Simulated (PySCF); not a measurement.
## Electron correlation in Tl⁶⁵⁺ (thallium, charge +65)

[Ne] 3s2 3p4, high-spin 3P determinant. Calculation: PySCF 2.14, in an uncontracted even-tempered set (17 s from 18 bohr⁻², ratio 2.5; 12 p from 24 bohr⁻², ratio 2.5; 4 d from 97 bohr⁻², ratio 2.7; 4 f from 150 bohr⁻², ratio 2.7); the spin-free X2C one-electron Hamiltonian (Gaussian nucleus). Frozen: 1s2; 14 electrons correlated; the 17 highest virtual orbitals of each spin left out.

```
  level  correlation energy (mhartree)
   CCSD                        -632.27
    (T)                          -0.48
CCSD(T)                        -632.75
```

Diagnostics: T1 = 0.00022, D1 = 0.0010, largest double amplitude 0.012.

Spin-orbit coupling is strong in this species (close to jj coupling), so the high-spin LS determinant is a model state, not a physical level.

Cost of the coupled-cluster step: about 60 core-seconds, for 14 correlated electrons.

Iterations:

```
CC2 = 0
CCSD nocc = (np.int64(8), np.int64(6)), nmo = (83, 83)
frozen orbitals [[0, 84, 85, 86, 87, 88, 89, 90, 91, 92, 93, 94, 95, 96, 97, 98, 99, 100], [0, 84, 85, 86, 87, 88, 89, 90, 91, 92, 93, 94, 95, 96, 97, 98, 99, 100]]
max_cycle = 100
direct = 0
conv_tol = 1e-08
conv_tol_normt = 1e-06
diis_space = 8
diis_start_cycle = 0
Init t2, MP2 energy = -0.62206468215491
Init E_corr(UCCSD) = -0.622064682154916
cycle = 1  E_corr(UCCSD) = -0.630991772103426  dE = -0.00892708995  norm(t1,t2) = 0.00372759
cycle = 2  E_corr(UCCSD) = -0.632117091215285  dE = -0.00112531911  norm(t1,t2) = 0.00048735
cycle = 3  E_corr(UCCSD) = -0.632271313785247  dE = -0.00015422257  norm(t1,t2) = 6.86149e-05
cycle = 4  E_corr(UCCSD) = -0.632270295485843  dE = 1.0182994e-06  norm(t1,t2) = 1.92731e-06
cycle = 5  E_corr(UCCSD) = -0.632270294354023  dE = 1.13181942e-09  norm(t1,t2) = 4.69079e-08
UCCSD converged
E(UCCSD) = -15330.66992346582  E_corr = -0.6322702943540232
UCCSD(T) correction = -0.000482917517848649
```

At this charge the one-electron X2C treatment keeps the bare 1/r₁₂, with no two-electron picture change or Breit term. The effect here is smaller than on the frozen 1s shell; and a scalar Hamiltonian misses the large spin-orbit splitting of the p shells, which matters for ns² → np² pairs.

Spin-orbit coupling is strong in this species, so the high-spin LS determinant is a model state.
